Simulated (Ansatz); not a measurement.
`C[O][Hf]([NH2])([OH])[O][SiH3]`. Charge 0, multiplicity 1. Hf takes the def2 core potential. All single points use the PBE0-D4/def2-TZVP geometry. It is one conformer, not always the lowest.

```xyz
16

C    -2.386   -0.938    1.536
O    -1.527   -0.356    0.616
Hf   -0.320    0.347   -0.697
N    -0.356    2.383   -0.554
O    -0.750   -0.087   -2.526
O     1.474   -0.325   -0.261
Si    3.010   -0.689    0.119
H    -2.972   -0.171    2.055
H    -3.083   -1.622    1.041
H    -1.823   -1.505    2.286
H    -0.279    3.019   -1.335
H    -0.458    2.923    0.293
H    -1.046   -0.553   -3.301
H     3.398   -0.052    1.408
H     3.942   -0.211   -0.939
H     3.176   -2.162    0.257
```

What is the dipole moment at r2SCAN/def2-TZVPP? (Estimate.)

Computed: 2.14 D, with components (-2.11, 0.03, -0.32) D in this frame, pointing from negative to positive charge.

And with PBE, B3LYP, ωB97M-V? (Best estimate.)

Computed: PBE 2.14 D, B3LYP 2.08 D, ωB97M-V 2.11 D.

Give the Mulliken charges with r2SCAN, B3LYP, PBE in def2-TZVPP. (Estimate.)

Computed: 
```
atom  r2SCAN  B3LYP    PBE
  C1    0.02  -0.10  -0.13
  O2   -0.41  -0.40  -0.31
 Hf3    1.10   1.00   0.78
  N4   -0.53  -0.46  -0.43
  O5   -0.47  -0.44  -0.39
  O6   -0.47  -0.43  -0.34
 Si7    0.41   0.38   0.30
  H8    0.05   0.09   0.09
  H9    0.05   0.09   0.09
 H10    0.05   0.10   0.09
 H11    0.15   0.13   0.14
 H12    0.15   0.13   0.14
 H13    0.19   0.17   0.17
 H14   -0.10  -0.09  -0.08
 H15   -0.09  -0.09  -0.07
 H16   -0.10  -0.09  -0.08
```

B3LYP here is the variant with VWN-RPA as its local correlation; programs differ in this.
